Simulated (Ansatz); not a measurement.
Isomers of TiO$_{4}$ (singlet), relaxed with PBE0-D4/def2-SVP; total energies from Ansatz at CCSD(T)/def2-TZVPP.

```csv
isomer,description,energy (Eh)
A,point group D2d; 4 × O–Ti 1.80 to 1.81 Å; 2 × O–O 1.43 Å,-1149.29539
B,point group Cs; 4 × O–Ti 1.59 to 2.14 Å; 2 × O–O 1.45 Å,-1149.29496
```

Correlated methods freeze 9 core orbitals; core or outer-core shells of Ti are correlated, in sets that lack core-valence functions.

B: The test of the restricted singlet for broken spin symmetry was undecided.

The isomers come from a short search, and lower ones may exist.

**Question.** Work out the relative energies (1 Eh = 2625.5 kJ/mol) and the Boltzmann populations at 298 K from electronic energies alone (R = 8.314 J/mol/K).

**Answer.** ΔE: A 0.0, B 1.1 kJ/mol. RT = 2.48 kJ/mol. Factors exp(−ΔE/RT): A 1, B 0.642; sum 1.642. Populations: A 60.9 %, B 39.1 %. Zero-point energy, vibrational entropy and symmetry numbers are left out and can shift these; an error of 4 kJ/mol changes a ratio by a factor of 5.0. Over the other density-functional and correlated levels in def2 sets, the gap between A and B ranges from 1 to 16 kJ/mol.
